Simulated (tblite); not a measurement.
C6H12BrFSi.
Atom-mapped SMILES: `[CH3:1][CH:2]([CH3:3])[SiH2:4][C@@H:5]1[CH2:6][C@@:7]1([F:8])[Br:9]` (hydrogens: H10, H11, H12 on C1; H13 on C2; H14, H15, H16 on C3; H17, H18 on Si4; H19 on C5; H20, H21 on C6)

Computed with GFN2-xTB (tblite), gas phase: L-BFGS steps from a force-field or distance-geometry start until the largest atomic force falls under 0.01 eV/Å.

Step 57: E = -802.2073 eV
```
atom  x, y, z in Å  |  force x, y, z in eV/Å
C1      2.6155   -0.9603    0.1995    0.020   0.019   0.015
C2      1.3490   -0.1305    0.3862    0.007   0.056   0.012
C3      1.5863    1.3207   -0.0288    0.000   0.062  -0.005
Si4    -0.1145   -0.9420   -0.5312    0.000  -0.020   0.017
C5     -1.5898    0.2509   -0.4595   -0.001  -0.035  -0.032
C6     -2.1348    0.7451    0.8633   -0.043   0.009   0.030
C7     -2.8995   -0.2315    0.0493    0.084  -0.025  -0.028
F8     -3.0174   -1.5053    0.4973   -0.001   0.035  -0.025
Br9    -4.5413    0.2961   -0.8214   -0.028   0.000   0.014
H10     2.9890   -0.8701   -0.8174   -0.035  -0.008  -0.029
H11     3.3990   -0.6262    0.8771    0.030   0.008  -0.002
H12     2.4160   -2.0108    0.3934    0.041  -0.020   0.036
H13     1.1228   -0.1276    1.4590   -0.052  -0.018   0.008
H14     2.3112    1.7996    0.6301    0.025  -0.051  -0.044
H15     1.9685    1.3716   -1.0469   -0.032  -0.009   0.023
H16     0.6634    1.8965    0.0200    0.033  -0.011   0.007
H17    -0.4413   -2.1903    0.1628   -0.019   0.004  -0.053
H18     0.1655   -1.1707   -1.9553   -0.020   0.017   0.057
H19    -1.6570    0.9632   -1.2730   -0.012  -0.023  -0.020
H20    -2.5197    1.7517    0.9298    0.017   0.049   0.014
H21    -1.6798    0.3870    1.7747   -0.012  -0.040   0.009
```

Step 58: E = -802.2089 eV
```
atom  x, y, z in Å  |  force x, y, z in eV/Å
C1      2.6183   -0.9584    0.2007    0.009   0.005   0.017
C2      1.3494   -0.1327    0.3882   -0.013   0.077   0.007
C3      1.5848    1.3184   -0.0277    0.010   0.077  -0.009
Si4    -0.1152   -0.9406   -0.5303   -0.002  -0.033   0.006
C5     -1.5922    0.2505   -0.4611    0.018  -0.019  -0.026
C6     -2.1348    0.7448    0.8625   -0.059  -0.002   0.034
C7     -2.9009   -0.2320    0.0489    0.099  -0.023  -0.027
F8     -3.0178   -1.5076    0.4925   -0.016   0.050  -0.023
Br9    -4.5415    0.3041   -0.8189   -0.032  -0.015   0.017
H10     2.9855   -0.8763   -0.8198   -0.027   0.003   0.001
H11     3.4008   -0.6164    0.8755    0.043   0.015  -0.029
H12     2.4256   -2.0081    0.4051    0.025  -0.030   0.029
H13     1.1262   -0.1283    1.4616   -0.062  -0.026   0.007
H14     2.3174    1.7917    0.6264    0.015  -0.031  -0.047
H15     1.9598    1.3689   -1.0481   -0.018  -0.011   0.007
H16     0.6650    1.8999    0.0248    0.043  -0.035   0.028
H17    -0.4432   -2.1917    0.1565   -0.022  -0.006  -0.039
H18     0.1632   -1.1684   -1.9545   -0.012   0.020   0.049
H19    -1.6595    0.9628   -1.2744   -0.011  -0.021  -0.026
H20    -2.5241    1.7502    0.9291    0.037   0.031   0.022
H21    -1.6759    0.3860    1.7723   -0.026  -0.026   0.001
```

Step 59: E = -802.2105 eV
```
atom  x, y, z in Å  |  force x, y, z in eV/Å
C1      2.6207   -0.9565    0.2022   -0.001  -0.002   0.019
C2      1.3495   -0.1333    0.3906   -0.025   0.059   0.002
C3      1.5840    1.3174   -0.0269    0.019   0.057  -0.013
Si4    -0.1155   -0.9395   -0.5285   -0.004  -0.028   0.000
C5     -1.5941    0.2498   -0.4626    0.035   0.010  -0.010
C6     -2.1362    0.7447    0.8621   -0.044  -0.015   0.021
C7     -2.9011   -0.2330    0.0481    0.068  -0.009  -0.026
F8     -3.0188   -1.5092    0.4877   -0.021   0.046  -0.012
Br9    -4.5428    0.3098   -0.8167   -0.025  -0.027   0.020
H10     2.9819   -0.8807   -0.8216   -0.021   0.013   0.032
H11     3.4033   -0.6078    0.8742    0.043   0.018  -0.057
H12     2.4349   -2.0060    0.4148    0.008  -0.023   0.025
H13     1.1279   -0.1291    1.4645   -0.062  -0.024   0.002
H14     2.3255    1.7832    0.6215    0.015   0.004  -0.037
H15     1.9510    1.3661   -1.0497   -0.003  -0.011  -0.014
H16     0.6679    1.9040    0.0303    0.041  -0.043   0.049
H17    -0.4457   -2.1937    0.1493   -0.023  -0.020  -0.018
H18     0.1608   -1.1658   -1.9524    0.000   0.021   0.027
H19    -1.6618    0.9616   -1.2760   -0.008  -0.017  -0.032
H20    -2.5280    1.7502    0.9286    0.053   0.000   0.028
H21    -1.6724    0.3848    1.7695   -0.045  -0.008  -0.003
```

**Question.** Estimate the geometry and energy of step 60. (The exact step hangs on the optimiser's Hessian estimate; all steps are aligned on step 59, rigid shifts and turns removed.)

**Answer.** E = -802.2118 eV, largest force 0.084 eV/Å
```
atom  x, y, z in Å  |  force x, y, z in eV/Å
C1      2.6223   -0.9549    0.2039   -0.020  -0.011   0.015
C2      1.3495   -0.1324    0.3929   -0.023   0.017   0.000
C3      1.5842    1.3178   -0.0265    0.028   0.011  -0.006
Si4    -0.1156   -0.9391   -0.5265   -0.006  -0.013  -0.001
C5     -1.5949    0.2496   -0.4637    0.038   0.036   0.008
C6     -2.1382    0.7446    0.8621   -0.010  -0.020  -0.006
C7     -2.9003   -0.2340    0.0467    0.014   0.012  -0.025
F8     -3.0204   -1.5099    0.4836   -0.014   0.025   0.002
Br9    -4.5450    0.3116   -0.8148   -0.011  -0.030   0.018
H10     2.9790   -0.8835   -0.8222   -0.018   0.019   0.049
H11     3.4059   -0.6020    0.8726    0.043   0.023  -0.068
H12     2.4417   -2.0049    0.4218   -0.006  -0.002   0.021
H13     1.1278   -0.1300    1.4669   -0.055  -0.012  -0.005
H14     2.3336    1.7770    0.6161    0.022   0.036  -0.022
H15     1.9436    1.3637   -1.0511    0.009  -0.007  -0.041
H16     0.6715    1.9075    0.0359    0.022  -0.031   0.063
H17    -0.4484   -2.1960    0.1428   -0.022  -0.029   0.001
H18     0.1586   -1.1633   -1.9497    0.012   0.019  -0.002
H19    -1.6634    0.9605   -1.2777   -0.002  -0.015  -0.031
H20    -2.5300    1.7508    0.9289    0.058  -0.027   0.029
H21    -1.6704    0.3839    1.7672   -0.059   0.002   0.000
```

The energy changes by -0.0013 eV. The first-order estimate −F·Δx gives -0.0018 eV and the mean of the old and new forces, exact on a quadratic surface, -0.0013 eV. The step makes an angle of 71° with the force vector and moves no atom by more than 0.012 Å.

What follows is the cost of the whole relaxation. Hardware: one thread of an Intel Xeon at 2.50 GHz, no GPU, shared host. Cost: 5.4 s wall.
